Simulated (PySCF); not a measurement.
H3Sn, SMILES [SnH3-], charge -1.

The structure is a stationary point at B3LYP-D3(BJ)/def2-TZVPD. The def2 effective core potentials stand for the cores of Sn; spin–orbit coupling is left out.

All values below come from PBE/def2-TZVPD run with PySCF.

Gas-phase values at a fixed geometry. A positive occupied level means that this level leaves the electron formally unbound; only the finite basis holds it.

| Quantity | Value |
|---|---|
| total energy | -216.09529 hartree |
| point group | C3v |
| highest occupied level | 0.44 eV |
| lowest empty level | 3.61 eV |
| orbital gap | 3.16 eV |
| dipole moment about the centre of nuclear charge | 0.303 e·Å |
| mean static polarisability | 95.2 bohr³ (14.11 Å³) |
| polarisability, principal values | 87.3, 87.3, 111.0 bohr³ |
